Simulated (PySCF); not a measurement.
# Spectroscopy problems

How the numbers were obtained: shieldings: GIAO PBE0/pcSseg-1, geometry: GFN2-xTB, in PySCF 2.14 (fast rotation and ring inversion assumed for equivalent nuclei, no relativistic terms, one computed conformer, gas phase).

Referencing at the same level of theory: TMS for 1H, 13C. Splittings of carbon signals by F and P are missing where no couplings were computed. Where no couplings were computed, multiplicities follow the n + 1 count of equivalent neighbours, and m marks all less simple cases (inequivalent or close neighbours, rings, F or P nearby). Acid and N–H amide carbonyl carbons lie up to 10 ppm further downfield in solution (hydrogen bonding). Shifts are as computed. Against solution values, carbons near 30 ppm lie about +3 ppm off and those near 130 ppm about +5 ppm. Of 1211 compounds with measured shifts, 218 miss one by over three times the rms of a fit or turn the order of signals round; such compounds aren't used in these exercises. OH and NH positions are gas-phase values without hydrogen bonding to other molecules.

Task: C$_{7}$H$_{9}$F. 1H NMR (300 MHz, computed): δ 6.80 (m, 1H), 6.77 (m, 1H), 6.13 (m, 1H), 5.88 (m, 1H), 5.63 (m, 1H), 5.45 (m, 2H), 5.39 (m, 1H), 5.32 (m, 1H). 13C{1H} NMR (computed): δ 151.9 (C), 145.4 (CH), 138.5 (CH), 133.9 (CH), 126.0 (CH2), 122.1 (CH2), 86.3 (CH2). What is it?

Result: SMILES C=CC(=C)/C=C/CF. Rings plus π bonds: 3 (no ring in the answer). 7 carbon signals for 7 carbons: no two carbons are equivalent. Carbon types of the structure: 1 × C, 3 × CH, 3 × CH2, which accounts for all hydrogens. δC 151.9: fully substituted alkene carbon; as expected for a trigonal carbon in a double bond. δC 145.4, 138.5, 133.9: alkene CH; as expected for a trigonal carbon in a double bond. δC 126.0, 122.1: terminal =CH2 carbon; as expected for a trigonal carbon in a double bond. δC 86.3: allylic sp3 CH2 bonded to F; the inductive effect lowers its shielding.

The data come from this structure; uniqueness wasn't tested.

Task: C$_{5}$H$_{11}$NOSi. 1H NMR (500 MHz, computed): δ 4.95 (m, 1H), 4.65 (br, 1H), 4.46 (m, 1H), 4.29 (m, 1H), 2.05 (m, 2H), 1.84 (s, 3H), 1.24 (m, 2H). 13C{1H} NMR (computed): δ 166.0 (C), 42.7 (CH), 24.7 (CH3), 23.5 (CH2). Give a structure.

Result: `InChI=1S/C5H11NOSi/c1-4(7)6-5-2-8-3-5/h5H,2-3,8H2,1H3,(H,6,7)`. Rings plus π bonds: 2 (1 ring in the answer). 4 carbon signals for 5 carbons: some carbons are equivalent by symmetry or fast rotation. Carbon types of the structure: 1 × C, 1 × CH, 2 × CH2, 1 × CH3, leaving 3 H on heteroatoms. δC 166.0: amide carbonyl carbon; lone-pair donation from the attached heteroatom keeps it upfield of a ketone carbonyl. δC 42.7: sp3 CH bonded to N; the inductive effect lowers its shielding. δH 4.65: hydrogen on an amide-type nitrogen; labile proton, position sensitive to the medium. δH 1.84: hydrogen on a methyl carbon α to a carbonyl; α to C=O.

The shifts were computed for this structure.
